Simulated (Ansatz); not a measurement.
Program: Ansatz. Geometries: PBE0-D4/def2-TZVP. ΔE: electronic, gas phase. CCSD(T)/CBS is the MP2 limit (def2-TZVPP, def2-QZVPP) plus CCSD(T) − MP2 in def2-TZVPP, frozen cores. Double bonds are as drawn, so ΔE can hold a change between cis and trans. One conformer a species, not always the lowest.

Reaction (redistribution): `CC[Si](N)(O)F` + `F/C=C/[SiH3]` → `N[Si](O)(F)F` + `CC/C=C/[SiH3]`

| species | CCSD(T)/CBS(def2) energy (Eh) |
| --- | --- |
| `CC[Si](N)(O)F` | -599.85402 |
| `F/C=C/[SiH3]` | -467.94748 |
| `N[Si](O)(F)F` | -620.58997 |
| `CC/C=C/[SiH3]` | -447.28775 |

**Question.** Work out ΔE.

**Answer.** ΔE = (-620.58997) + (-447.28775) − (-599.85402) − (-467.94748) = -0.07622 Eh = -47.8 kcal/mol.

Largest T1 diagnostic among the species: 0.012.

From PBE to PBE0 (25 % exact exchange), in def2-TZVPP and without D4, ΔE moves by −2.6 kcal/mol. In def2-TZVPP, CCSD(T) changes the Hartree–Fock value by +2.8 kcal/mol (the triples alone add +0.6 kcal/mol) and MP2 by +0.9 kcal/mol.
